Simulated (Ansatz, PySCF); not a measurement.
Al(Br)(OMe)(NH2) (CH₅AlBrNO), SMILES C[O][Al]([NH2])[Br]. Atoms are numbered in the order given.

```xyz
10

Al     0.9111     0.4002    -0.0641
Br    -1.3292     0.1679    -0.1845
O      1.9004    -0.3868    -1.1805
C      1.7719    -1.2299    -2.2769
H      2.3030    -2.1818    -2.0997
H      0.7184    -1.4724    -2.5095
H      2.2152    -0.7677    -3.1767
N      1.6170     1.4014     1.1927
H      1.0863     1.9023     1.8948
H      2.6110     1.5558     1.3134
```

The structure is a stationary point at PBE0-D3(BJ)/def2-SVP. The structure was generated by enumeration; whether it is a known compound was not checked. The values are those of a single conformer.

Two levels are set side by side: PBE-D3(BJ)/def2-SVP (Ansatz, a program for electronic structure) and PBE0-D3(BJ)/def2-SVP (Ansatz). Each level has its own optimised geometry; the coordinates shown are those of the second. Frequencies come from the Hessian of PySCF at each geometry. Differences are taken from unrounded values.

```tsv
quantity	PBE0-D3(BJ)	PBE-D3(BJ)	PBE-D3(BJ) minus PBE0-D3(BJ)
mean bond length (Å)	1.381	1.392	0.012
bond Al1–Br2 (Å)	2.256	2.270	0.015
bond Al1–O3 (Å)	1.687	1.705	0.019
bond Al1–N8 (Å)	1.755	1.768	0.013
bond O3–C4 (Å)	1.389	1.403	0.014
bond C4–H5 (Å)	1.104	1.114	0.009
bond C4–H6 (Å)	1.106	1.115	0.009
bond C4–H7 (Å)	1.104	1.114	0.009
bond N8–H9 (Å)	1.013	1.021	0.008
bond N8–H10 (Å)	1.013	1.021	0.008
highest harmonic wavenumber (cm⁻¹)	3727	3613	-114
mean harmonic wavenumber (cm⁻¹)	1268	1223	-45
zero-point energy (kcal/mol)	43.50	41.96	-1.54
```

GGA bonds tend to be longer and softer than those of functionals with exact exchange. Differences between two approximate levels are no errors against the true value.
